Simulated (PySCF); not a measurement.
Isomers of C4H15NOSi3, one GFN2-xTB conformer each. Single-point energies are computed at PBE0/pcSseg-1 (PySCF, gas phase, no added dispersion term), electronic only.

Question: Rank them by PBE0/pcSseg-1 energy, lowest first (kcal/mol).
A. `[SiH3:1][SiH2:2][O:3][SiH2:4][N:5]1[CH2:6][CH2:7][CH2:8][CH2:9]1` with Si1–Si2–O3–Si4 19°, Si2–O3–Si4–N5 -60°, O3–Si4–N5–C6 -35°, Si4–N5–C6–C7 158°, N5–C6–C7–C8 40°, C6–C7–C8–C9 -29°, C7–C8–C9–N5 8°
B. `[CH3:1][CH:2]([CH3:3])[O:4][Si@@H:5]1[NH:6][SiH2:7][CH2:8][SiH2:9]1` with C1–C2–O4–Si5 -144°, C2–O4–Si5–N6 55°, O4–Si5–N6–Si7 -127°, Si5–N6–Si7–C8 -11°, N6–Si7–C8–Si9 20°, Si7–C8–Si9–Si5 -20°
C. `[NH2:1][SiH2:2][SiH2:3][O:4][C@H:5]1[CH2:6][CH2:7][SiH2:8][CH2:9]1` with H–N1–Si2–Si3 -173° and 50°, N1–Si2–Si3–O4 -173°, Si2–Si3–O4–C5 -175°, Si3–O4–C5–C6 -178°, O4–C5–C6–C7 175°, C5–C6–C7–Si8 -37°, C6–C7–Si8–C9 13°, C7–Si8–C9–C5 14°
D. `[CH3:1][C:2]([CH3:3])([CH:4]=[O:5])[SiH2:6][SiH2:7][NH:8][SiH3:9]` with C1–C2–C4–O5 -157°, C1–C2–Si6–Si7 172°, C2–Si6–Si7–N8 60°, Si6–Si7–N8–Si9 159°
E. `[NH2:1][SiH2:2][SiH2:3][O:4][C@H:5]1[CH2:6][CH2:7][CH2:8][SiH2:9]1` with H–N1–Si2–Si3 32° and 174°, N1–Si2–Si3–O4 -9°, Si2–Si3–O4–C5 177°, Si3–O4–C5–C6 81°, O4–C5–C6–C7 158°, C5–C6–C7–C8 -51°, C6–C7–C8–Si9 38°, C7–C8–Si9–C5 -14°
F. `[CH2:1]=[CH:2][SiH2:3][N:4]([SiH3:5])[Si@@H:6]([CH3:7])[O:8][CH3:9]` with C1–C2–Si3–N4 -168°, C2–Si3–N4–Si5 -111°, Si3–N4–Si6–C7 -125°, N4–Si6–O8–C9 -178°
G. `[SiH3:1][O:2][Si@@H:3]([SiH3:4])[N:5]1[CH2:6][CH2:7][CH2:8][CH2:9]1` with Si1–O2–Si3–Si4 -74°, O2–Si3–N5–C6 -164°, Si3–N5–C6–C7 -178°, N5–C6–C7–C8 -16°, C6–C7–C8–C9 34°, C7–C8–C9–N5 -40°
H. `[OH:1][SiH2:2][N:3]([SiH3:4])[SiH2:5][CH:6]1[CH2:7][CH2:8][CH2:9]1` with H–O1–Si2–N3 41°, O1–Si2–N3–Si4 -148°, Si2–N3–Si5–C6 -23°, N3–Si5–C6–C7 -179°, Si5–C6–C7–C8 105°, C6–C7–C8–C9 12°, C7–C8–C9–C6 -12°, Si5–C6–C9–C8 -103°
I. `[CH3:1][NH:2][SiH2:3][C:4](=[O:5])[SiH2:6][C@H:7]([CH3:8])[SiH3:9]` with C1–N2–Si3–C4 -48°, N2–Si3–C4–O5 120°, Si3–C4–Si6–C7 -68°, C4–Si6–C7–C8 -52°

Answer: B (0.0), A (18.1), G (19.1), F (19.2), H (19.7), C (36.2), E (42.0), D (47.0), I (78.7).

As drawn, the lowest has an Si–O bond and an Si–Si bond, which the highest lacks; the highest has a C=O bond, which the lowest lacks. Neighbours under 2.5 kcal/mol apart ([SiH3][SiH2]O[SiH2]N1CCCC1 and [SiH3]O[Si@@H]([SiH3])N1CCCC1; [SiH3]O[Si@@H]([SiH3])N1CCCC1 and C=C[SiH2]N([SiH3])[Si@@H](C)OC; C=C[SiH2]N([SiH3])[Si@@H](C)OC and O[SiH2]N([SiH3])[SiH2]C1CCC1) can change places with a better method, another conformer or zero-point energy. GFN2-xTB itself gives, in the same order: 35.4, 0.0, 0.3, 45.1, 20.1, 49.0, 54.1, 74.3, 113.2. GFN2-xTB puts [SiH3][SiH2]O[SiH2]N1CCCC1 lowest instead; measured from each level's own lowest isomer, the values differ by up to 35.4 kcal/mol (CC(C)O[Si@@H]1N[SiH2]C[SiH2]1: 35.4 against 0.0).

Question: Which frontier levels, dipoles and rotational constants go with these structures?

Answer: 
```tsv
SMILES	HOMO (eV, PBE0/pcSseg-1)	LUMO (eV)	dipole (D)	A, B, C (MHz)
CC(C)O[Si@@H]1N[SiH2]C[SiH2]1	-7.23	-0.08	1.11	1590, 607.9, 529.9
[SiH3][SiH2]O[SiH2]N1CCCC1	-6.32	-0.49	1.48	1398, 662.4, 511.3
[SiH3]O[Si@@H]([SiH3])N1CCCC1	-6.19	-0.17	1.80	1135, 725.0, 490.6
C=C[SiH2]N([SiH3])[Si@@H](C)OC	-7.22	-0.10	2.09	1015, 879.2, 554.9
O[SiH2]N([SiH3])[SiH2]C1CCC1	-7.59	0.26	1.20	1541, 635.1, 500.0
N[SiH2][SiH2]O[C@H]1CC[SiH2]C1	-7.14	-0.36	0.77	3204, 356.0, 332.8
N[SiH2][SiH2]O[C@H]1CCC[SiH2]1	-7.04	-0.40	1.88	2020, 450.6, 398.9
CC(C)(C=O)[SiH2][SiH2]N[SiH3]	-7.14	-1.16	2.61	1748, 526.7, 460.6
CN[SiH2]C(=O)[SiH2][C@H](C)[SiH3]	-6.11	-1.71	2.69	1572, 474.1, 444.6
```

Question: As an exercise, what shares would exp(−E/RT) give at 2000 K from these electronic energies alone (no entropy, no degeneracies)?

Answer: RT = 3.974 kcal/mol: CC(C)O[Si@@H]1N[SiH2]C[SiH2]1 96.7 %, [SiH3][SiH2]O[SiH2]N1CCCC1 1.0 %, [SiH3]O[Si@@H]([SiH3])N1CCCC1 0.8 %, C=C[SiH2]N([SiH3])[Si@@H](C)OC 0.8 %, O[SiH2]N([SiH3])[SiH2]C1CCC1 0.7 %, N[SiH2][SiH2]O[C@H]1CC[SiH2]C1 under 0.1 %, N[SiH2][SiH2]O[C@H]1CCC[SiH2]1 under 0.1 %, CC(C)(C=O)[SiH2][SiH2]N[SiH3] under 0.1 %, CN[SiH2]C(=O)[SiH2][C@H](C)[SiH3] under 0.1 %.
